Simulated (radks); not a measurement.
Fractional charge and spin in the 5s shell of indium: the spin-up occupation runs from 0 to 1 and the spin-down occupation from 0 to 1; the fullest corner is In, [Kr] 4d10 5p(up 0.5, down 0.5) 5s(up 1, down 1). Method: scalar-relativistic Kohn-Sham, PBEsol, spin-polarised, spherical densities, finite nucleus; Fermi nuclear charge, rms radius of each element as measured or else 0.836 A^(1/3) + 0.57 fm; computed with a radial shooting solver on a logarithmic mesh with Libxc functionals. Energy (eV) minus the two flat planes that join the four corners (they meet along the diagonal where the two added fractions sum to one electron); zero is where a piecewise linear energy would lie.

down \ up       0     0.5       1
0           0.000  -1.024   0.000
0.5        -1.024   0.240  -0.901
1           0.000  -0.901   0.000

Corners above the fullest one (they belong to In+ and the next ion): (up 1, down 0) 11.775 eV, (up 0, down 1) 11.775 eV, (up 0, down 0) 32.235 eV. With half an added electron in each spin the energy lies 0.240 eV from the planes, and with half an added electron in spin up alone -1.024 eV. The planes are only a guide here: the flat-plane condition holds for ground states with one frontier orbital, while this shell lies below other occupied shells, so the corners above the fullest one are inner-hole states and not the ground states of those ions.
